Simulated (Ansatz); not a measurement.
The cluster Li2I3⁻, relaxed as a singlet with RKS r2SCAN-D4/def2-SVPD in Ansatz, starting from the GFN2-xTB geometry. Force threshold 0.02 eV/Å.

In the def2 sets I takes a core potential; there is no spin–orbit coupling. The structure comes from a short search, and lower isomers may exist.

Start:

| atom | x (Å) | y (Å) | z (Å) |
| --- | --- | --- | --- |
| Li1 | 1.225 | -1.987 | 0.238 |
| Li2 | -0.473 | 0.745 | -0.094 |
| I3 | -1.876 | 2.945 | -0.355 |
| I4 | 1.331 | -0.652 | -2.031 |
| I5 | -0.207 | -1.050 | 2.242 |

| step | energy (eV) | largest force component (eV/Å) | SCF passes |
| --- | --- | --- | --- |
| 1 | -24730.6963 | 0.363 | 12 |
| 2 | -24730.7228 | 0.331 | 17 |
| 3 | -24730.7373 | 0.092 | 17 |
| 4 | -24730.7443 | 0.015 | 17 |

Force components are those of the run's own axes.

End:

| atom | x (Å) | y (Å) | z (Å) |
| --- | --- | --- | --- |
| Li1 | 1.1805 | -1.8890 | 0.2314 |
| Li2 | -0.4547 | 0.7328 | -0.0888 |
| I3 | -1.8339 | 2.8861 | -0.3604 |
| I4 | 1.2963 | -0.6600 | -1.9744 |
| I5 | -0.1883 | -1.0699 | 2.1921 |

By distances, no bond broke or formed. The bond that changes most is Li1–I5, from 2.64 to 2.53 Å (atoms count from 1).

No frequencies were taken in this run, so the end may be a saddle point.

Hardware: 4 threads of Arm Neoverse V1 on a shared host. Wall time 9 s.
